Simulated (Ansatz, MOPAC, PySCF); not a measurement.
Dimer: SiH4 (SMILES [SiH4]) (first 5 atoms) with C2H6O (SMILES CCO); geometry from B3LYP-D3(BJ)/def2-TZVP.
(charge 0, multiplicity 1):
| atom | x (Å) | y (Å) | z (Å) |
|---|---|---|---|
| Si | -0.0535 | -0.0674 | -0.0831 |
| H | -1.2349 | 0.1941 | 0.7671 |
| H | -0.3987 | 0.3154 | -1.4767 |
| H | 0.3081 | -1.4990 | -0.0665 |
| H | 1.0879 | 0.7688 | 0.3487 |
| C | 0.1063 | 1.3019 | 3.8895 |
| C | -0.2657 | -0.1643 | 3.7602 |
| O | 0.5439 | -0.8583 | 2.8116 |
| H | -0.5568 | 1.8056 | 4.5965 |
| H | 0.0317 | 1.8051 | 2.9249 |
| H | 1.1301 | 1.4155 | 4.2569 |
| H | -0.2146 | -0.6613 | 4.7364 |
| H | -1.2870 | -0.2686 | 3.3924 |
| H | 1.4691 | -0.7519 | 3.0588 |

Counterpoise-corrected where a basis set is named; no monomer relaxation. Rows marked so take none.

Rows in 6-31G* carry no dispersion term and start afresh at each structure (6-31G* with six Cartesian d functions). MP2/6-31G* freezes PySCF's default core. The state reached by PM7 isn't checked; PM7 holds dispersion and hydrogen-bond terms.

Programs: Ansatz (a first-principles code); MOPAC for PM7 (differences of heats of formation); PySCF for 6-31G* rows, the dispersion terms. Values without a source in brackets are computed.

Other levels give for the interaction energy: PBE/def2-TZVPPD -1.09; B3LYP/def2-TZVPPD -0.17; B3LYP-D3(BJ)/def2-TZVPPD -2.66; wB97M-V/def2-TZVPPD -2.81 kcal/mol.

Q: What do these common cheap choices give for the same quantity: PM7, HF/6-31G*, HF/6-31G* (no counterpoise), BP86/6-31G* (no counterpoise), B3LYP/6-31G* (no counterpoise), M06-2X/6-31G* (no counterpoise), MP2/6-31G*, MP2/6-31G* (no counterpoise)?

A: PM7 0.18; HF/6-31G* 0.09; HF/6-31G* (no counterpoise) -1.23; BP86/6-31G* (no counterpoise) -1.61; B3LYP/6-31G* (no counterpoise) -2.18; M06-2X/6-31G* (no counterpoise) -4.71; MP2/6-31G* -0.71; MP2/6-31G* (no counterpoise) -3.32 kcal/mol. They span -4.71 to 0.18 kcal/mol.
